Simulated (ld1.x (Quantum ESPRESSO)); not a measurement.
**What the settings do to the TM potential of O (Z = 8)**

Base potential:

oxygen (O), norm-conserving Troullier–Martins (Kleinman–Bylander form), made with ld1.x (Quantum ESPRESSO) 7.5 (BLYP, scalar-relativistic). Core [He], reference 2s2 2p4. Waves: 2p (bound): rc 2.15 bohr; 3d channel at 0.45 Ry: rc 1.95 bohr; 2s (bound): rc 0.75 bohr. Local part: the s channel. Core correction: Bessel-smoothed model core, default radius (core density twice the valence density).

Cutoffs, loose and tight: the cutoffs (Ry, on a coarse ladder) from which the occupation-weighted sum of valence levels, in a spherical-Bessel basis at the reference potential, stays within 10 and 1 mRy of its value at 400 Ry. They do not see the model core or the augmentation charge, which bear on the density cutoff. Test errors are all-electron minus pseudo excitation energies from the reference, over the configurations 2s2 2p3; 2s2 2p2; 2s2 2p1; 2s0 2p6; 2s2 2p4.3; 2s1 2p4; 2s2 2p3.5. A dash means not determined; rows that change the core or the reference have their own tests.

A true bound ghost makes a file unfit for plane-wave use even where its test errors are small: the radial tests pick states by their node count and pass the ghost by.

Cutoffs are not given where the Bessel-basis levels miss the radial ones by over 6 mRy, ghosts where they miss by over 20 mRy; a channel whose overlap is not positive is not tested.

The default core radius of the base comes out at 0.34 bohr.

A file whose overlap is not positive is unfit for use, and its test errors describe a broken file.

```tsv
change	outcome	cutoff, loose	cutoff, tight	bound ghosts	largest test error (meV)
base	generated	80 Ry	200 Ry	none	+3023
wave 3d channel at 0.45 Ry: rc 1.95 bohr becomes 3d channel at -0.16 Ry: rc 1.95 bohr	generated	80 Ry	200 Ry	none	+3023
wave 2s (bound): rc 0.75 bohr becomes 2s (bound): rc 1.02 bohr	generated	60 Ry	140 Ry	none	+3068
core correction Bessel-smoothed model core inside 0.40 bohr	generated	80 Ry	200 Ry	none	+3023
type PAW; waves now 2s (bound): rcut 0.65, rcutus 0.75 bohr; 2s channel at -0.5 Ry: rcut 0.65, rcutus 0.75 bohr; 2p (bound): rcut 1.85, rcutus 2.15 bohr; 2p channel at 0.9 Ry: rcut 1.85, rcutus 2.15 bohr; 3d channel at 0.45 Ry: rcut 1.70, rcutus 1.95 bohr; 3d channel at 1.55 Ry: rcut 1.70, rcutus 1.95 bohr; local potential all-electron potential smoothed inside 1.10 bohr (lloc = -1); augmentation BESSEL, radius 0.60 bohr	generated, overlap not positive	–	–	s (p not tested, overlap not positive)	test run stopped at test 1 of 7 (negative rho)
local potential the d channel	generated	80 Ry	200 Ry	none	+3095
```

**Question.** What comes out with this change to the base: wave 2p (bound): rc 2.15 bohr becomes 2p (bound): rc 2.96 bohr?

**Answer.** outcome: generated; cutoff, loose: 80 Ry; cutoff, tight: 200 Ry; bound ghosts: none; largest test error (meV): +7850.

**Question.** What comes out with this change to the base: all radii but the core radius scaled by about 0.88 (s 0.66, p 1.90, d 1.72 bohr)?

**Answer.** outcome: generated; cutoff, loose: 140 Ry; cutoff, tight: 200 Ry; bound ghosts: none; largest test error (meV): +1947.
